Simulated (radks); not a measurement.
Charge is removed step by step from the 2p down level of Cu2+, starting from [He] 2s2 2p(up 3, down 3) 3s2 3p6 3d9. All-electron calculation, non-relativistic Kohn-Sham, r2SCAN, spin-polarised, spherical densities, point nucleus; open shells are filled with parallel spins first; meta-GGA in the generalised Kohn-Sham scheme. Program: a radial shooting solver on a logarithmic mesh with Libxc functionals.

\begin{tabular}{lrrr}
removed (e) & E - E(0) (eV) & eigenvalue (eV) & E minus straight line (eV) \\ \hline
0 & 0.000 & -944.20 & 0.000 \\
0.1 & 94.708 & -949.97 & -2.643 \\
0.2 & 189.99 & -955.77 & -4.707 \\
0.3 & 285.86 & -961.61 & -6.189 \\
0.4 & 382.32 & -967.48 & -7.086 \\
0.5 & 479.36 & -973.38 & -7.394 \\
0.6 & 576.99 & -979.32 & -7.111 \\
0.7 & 675.22 & -985.28 & -6.232 \\
0.8 & 774.05 & -991.27 & -4.756 \\
0.9 & 873.48 & -997.28 & -2.679 \\
1 & 973.51 & -1003.3 & 0.000 \\
\end{tabular}

Removing the whole electron costs 973.51 eV by Delta-SCF, against 944.20 eV from minus the eigenvalue at the starting occupation. Slater's transition state (half an electron removed) gives 973.38 eV. Integrating minus the eigenvalue over the occupation (Janak's theorem) gives 973.51 eV. The mean slope of the eigenvalue, de/dn, is 59.1 eV per electron.
